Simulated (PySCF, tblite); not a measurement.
C5H10O2Si2.
Structure used (GFN2-xTB), in Å, numbered top down from 1:
```xyz
19
C5H10O2Si2 angstrom
O     -2.387    0.383   -2.486
C     -2.008    0.077   -1.433
C     -1.590   -0.275   -0.248
C     -2.518   -0.772    0.757
O     -2.188   -1.087    1.874
C     -0.127   -0.176    0.154
Si     0.077    1.439    1.167
C      0.796   -0.291   -1.056
Si     2.637   -0.539   -0.633
H     -3.566   -0.850    0.421
H      0.047   -1.026    0.821
H     -0.033    2.552    0.218
H     -0.992    1.533    2.155
H      1.390    1.426    1.808
H      0.679    0.591   -1.690
H      0.472   -1.143   -1.663
H      3.316   -0.998   -1.847
H      2.754   -1.556    0.413
H      3.233    0.720   -0.185
```

Computed with PBE0/pcSseg-1 in PySCF (dipole) on a GFN2-xTB geometry, gas phase.

Take the most abundant isotopes and a rigid rotor. The values belong to one conformer with, in the numbering `[O:1]=[C:2]=[C:3]([CH:4]=[O:5])[C@H:6]([SiH3:7])[CH2:8][SiH3:9]`, C2–C3–C4–O5 -179°, C2–C3–C6–Si7 99°, C3–C6–C8–Si9 -168°.

(1) What are A, B and C (cm⁻¹)?

(2) What kind of rotor is it?

(3) Is it planar, by Δ = Ic − Ia − Ib?

(4) Where do the levels up to J = 4 lie, in cm⁻¹?

(5) Which lines would a microwave search look for?

Answers

(1) Ia = 379.97, Ib = 667.54, Ic = 819.40 u·Å²; 505379 MHz·u·Å²/I gives 1330, 757.1 and 616.8 MHz, that is A = 0.04437, B = 0.02525, C = 0.02057 cm⁻¹.

(2) An asymmetric top. Ray's parameter κ = (2B − A − C)/(A − C) = -0.607; −1 is the prolate and +1 the oblate limit.

(3) Not planar: Δ = Ic − Ia − Ib = -228.12 u·Å². For a rigid frame Δ = −2 Σ m c², so Σ m c² = 114.06 u·Å² lies off the ab plane: 17.33 from hydrogen and 96.73 from heavier atoms. The atom farthest from that plane is 2.52 Å away.

(4) Above 0(0,0):
J = 1: 1(0,1) 0.0458, 1(1,1) 0.0649, 1(1,0) 0.0696
J = 2: 2(0,2) 0.1367, 2(1,2) 0.1519, 2(1,1) 0.1660, 2(2,1) 0.2233, 2(2,0) 0.2240
J = 3: 3(0,3) 0.2713, 3(1,3) 0.2819, 3(1,2) 0.3099, 3(2,2) 0.3608, 3(2,1) 0.3644, 3(3,1) 0.4685, 3(3,0) 0.4685
J = 4: 4(0,4) 0.4480, 4(1,4) 0.4546, 4(1,3) 0.5008, 4(2,3) 0.5435, 4(2,2) 0.5538, 4(3,2) 0.6531, 4(3,1) 0.6536, 4(4,1) 0.8021, 4(4,0) 0.8021
Those of J = 1 are B + C, A + C and A + B.

(5) The dipole components are |μa| = 0.51 D, |μb| = 1.74 D, |μc| = 0.55 D. Intensities carry the squares of the components, which stand as 0.08 : 1.00 : 0.10 (a : b : c). Some lines, for components of 0.1 D or more:

| type | branch | J(Ka,Kc) | MHz | lower level (cm⁻¹) |
| --- | --- | --- | --- | --- |
| a | Q | 4(2,2) ← 4(2,3) | 309 | 0.543 |
| b | Q | 1(1,0) ← 1(0,1) | 713 | 0.046 |
| b | Q | 2(1,1) ← 2(0,2) | 876 | 0.137 |
| b | Q | 3(1,2) ← 3(0,3) | 1159 | 0.271 |
| b | Q | 4(1,3) ← 4(0,4) | 1585 | 0.448 |
| b | R | 1(1,1) ← 0(0,0) | 1947 | 0.000 |
| c | R | 1(1,0) ← 0(0,0) | 2087 | 0.000 |
| b | R | 4(2,2) ← 3(3,1) | 2557 | 0.468 |
| a | R | 2(1,2) ← 1(1,1) | 2607 | 0.065 |
| c | Q | 3(3,1) ← 3(2,1) | 3119 | 0.364 |
| b | Q | 4(3,2) ← 4(2,3) | 3286 | 0.543 |
| c | R | 2(1,1) ← 1(0,1) | 3601 | 0.046 |
| a | R | 3(1,2) ← 2(1,1) | 4316 | 0.166 |
| c | Q | 4(4,1) ← 4(3,1) | 4451 | 0.654 |
| b | Q | 4(4,0) ← 4(3,1) | 4451 | 0.654 |
| b | R | 2(2,1) ← 1(1,0) | 4607 | 0.070 |
| c | R | 2(2,0) ← 1(1,0) | 4630 | 0.070 |
| c | R | 3(3,1) ← 2(2,1) | 7350 | 0.223 |
| c | R | 4(2,3) ← 3(1,3) | 7841 | 0.282 |
| c | R | 4(3,1) ← 3(2,1) | 8670 | 0.364 |
| b | R | 4(4,1) ← 3(3,0) | 9999 | 0.469 |

Its GFN2-xTB frequencies are all real (lowest 29 cm⁻¹). Zero-point vibration and centrifugal distortion are left out. A rigid rotor knows nothing of internal rotation, which can split or shift real lines.

The run took 83 s (grids of density and orbitals included) on Intel Xeon Platinum 8259CL at 2.50 GHz, one thread, no GPU, shared host with 32 logical CPUs at a one-minute load of 19, and the process peaked at 1.1 GiB of memory. This is the PBE0/pcSseg-1 job that gave the dipole, with the shieldings it also computed.
